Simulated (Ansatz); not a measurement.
`NCBCl` and `NCBF` differ in one element.

Ansatz, PBE0-D4/def2-TZVP geometries, multiplicity 1. Each molecule was computed in one conformer, which needn't be the lowest.

```tsv
property	`NCBCl`
ideal-gas entropy at 298 K and 1 bar (rigid rotor, harmonic PBE0-D4/def2-TZVP) / J/(mol·K)	307
HOMO–LUMO gap (ωB97M-V/def2-TZVPP) / eV	10.27
size of the dipole moment (B3LYP/def2-TZVPP) / D	1.76
size of the dipole moment (ωB97M-V/def2-TZVPP) / D	1.76
HOMO–LUMO gap (PBE0/def2-TZVPP) / eV	5.85
HOMO energy (PBE/def2-TZVPP) / eV	-5.52
```

**Question.** What does the change do to each property? (Estimate.)

**Answer.** Ansatz gave: 
```tsv
property	`NCBF`	shift
ideal-gas entropy at 298 K and 1 bar (rigid rotor, harmonic PBE0-D4/def2-TZVP) / J/(mol·K)	296	-11
HOMO–LUMO gap (ωB97M-V/def2-TZVPP) / eV	10.89	0.62
size of the dipole moment (B3LYP/def2-TZVPP) / D	1.80	0.04
size of the dipole moment (ωB97M-V/def2-TZVPP) / D	1.79	0.03
HOMO–LUMO gap (PBE0/def2-TZVPP) / eV	6.53	0.68
HOMO energy (PBE/def2-TZVPP) / eV	-5.47	0.05
```

Dipoles are sizes alone; their direction can turn.

B3LYP here is the variant with VWN-RPA as its local correlation; programs differ in this.
